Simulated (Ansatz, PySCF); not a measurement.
In(PH2)3 (H6InP3), SMILES [PH2][In]([PH2])[PH2]. Atoms are numbered in the order given.

```xyz
10

In    -0.0137    -0.0376    -0.0017
P      2.0514    -0.9459    -1.1912
H      2.8356    -0.9293     0.0054
H      2.4754     0.3575    -1.6018
P     -0.6133    -0.8774     2.3294
H     -0.3053    -2.2342     1.9961
H     -2.0008    -1.0122     2.0082
P     -1.3769     1.8336    -1.0689
H     -2.6248     1.2056    -0.7612
H     -1.2927     1.2467    -2.3710
```
Charge 0, spin multiplicity 1.

Coordinates come from a B3LYP-D3(BJ)/def2-SVP optimisation. The def2 effective core potentials stand for the cores of In; spin–orbit coupling is left out. Other conformers were not sampled.

Two levels are set side by side: PBE-D3(BJ)/def2-SVP (Ansatz, a quantum-chemistry and plane-wave program) and B3LYP-D3(BJ)/def2-SVP (Ansatz). Each level has its own optimised geometry; the coordinates shown are those of the second. Frequencies come from the Hessian of PySCF at each geometry. Differences are taken from unrounded values.

```tsv
quantity	B3LYP-D3(BJ)
mean bond length (Å)	1.804
bond In1–P2 (Å)	2.550
bond In1–P5 (Å)	2.549
bond In1–P8 (Å)	2.549
bond P2–H3 (Å)	1.431
bond P2–H4 (Å)	1.431
bond P5–H6 (Å)	1.431
bond P5–H7 (Å)	1.431
bond P8–H9 (Å)	1.431
bond P8–H10 (Å)	1.431
highest harmonic wavenumber (cm⁻¹)	2379
mean harmonic wavenumber (cm⁻¹)	929
zero-point energy (kcal/mol)	31.89
```

Task: What does PBE-D3(BJ) give, and how far is it from B3LYP-D3(BJ)? (The exact figures need the calculation; the answer reports its results.)

Result: 
```json
[
 {"quantity": "mean bond length (Å)", "PBE-D3(BJ)": "1.812", "PBE-D3(BJ) minus B3LYP-D3(BJ)": "0.008"},
 {"quantity": "bond In1–P2 (Å)", "PBE-D3(BJ)": "2.551", "PBE-D3(BJ) minus B3LYP-D3(BJ)": "0.000"},
 {"quantity": "bond In1–P5 (Å)", "PBE-D3(BJ)": "2.549", "PBE-D3(BJ) minus B3LYP-D3(BJ)": "0.000"},
 {"quantity": "bond In1–P8 (Å)", "PBE-D3(BJ)": "2.549", "PBE-D3(BJ) minus B3LYP-D3(BJ)": "0.000"},
 {"quantity": "bond P2–H3 (Å)", "PBE-D3(BJ)": "1.443", "PBE-D3(BJ) minus B3LYP-D3(BJ)": "0.012"},
 {"quantity": "bond P2–H4 (Å)", "PBE-D3(BJ)": "1.443", "PBE-D3(BJ) minus B3LYP-D3(BJ)": "0.012"},
 {"quantity": "bond P5–H6 (Å)", "PBE-D3(BJ)": "1.443", "PBE-D3(BJ) minus B3LYP-D3(BJ)": "0.012"},
 {"quantity": "bond P5–H7 (Å)", "PBE-D3(BJ)": "1.443", "PBE-D3(BJ) minus B3LYP-D3(BJ)": "0.012"},
 {"quantity": "bond P8–H9 (Å)", "PBE-D3(BJ)": "1.443", "PBE-D3(BJ) minus B3LYP-D3(BJ)": "0.012"},
 {"quantity": "bond P8–H10 (Å)", "PBE-D3(BJ)": "1.443", "PBE-D3(BJ) minus B3LYP-D3(BJ)": "0.012"},
 {"quantity": "highest harmonic wavenumber (cm⁻¹)", "PBE-D3(BJ)": "2327", "PBE-D3(BJ) minus B3LYP-D3(BJ)": "-53"},
 {"quantity": "mean harmonic wavenumber (cm⁻¹)", "PBE-D3(BJ)": "903", "PBE-D3(BJ) minus B3LYP-D3(BJ)": "-27"},
 {"quantity": "zero-point energy (kcal/mol)", "PBE-D3(BJ)": "30.97", "PBE-D3(BJ) minus B3LYP-D3(BJ)": "-0.92"}
]
```

Exact exchange shortens and stiffens bonds; PBE has none. Differences between two approximate levels are no errors against the true value.
